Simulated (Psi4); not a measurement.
A dimer, Cl2Ge ··· HF (SMILES [Cl][Ge][Cl] and F); the first 3 atoms form monomer A.

```
5

Ge     0.0504    -0.0443     0.9378
Cl     1.0780     1.3084    -0.4674
Cl    -1.1284    -1.2641    -0.4704
F      2.5154    -0.9729     0.7183
H      2.6480    -0.2997     0.0987
```

**Question.** What interaction energy does SAPT0/jun-cc-pVDZ, frozen core (Psi4 1.11) give, and which attractive term is the largest?

**Answer.** Total -3.72 kcal/mol: electrostatics -14.11, exchange 18.37, induction -5.28, dispersion -2.70. The most attractive term is electrostatics.
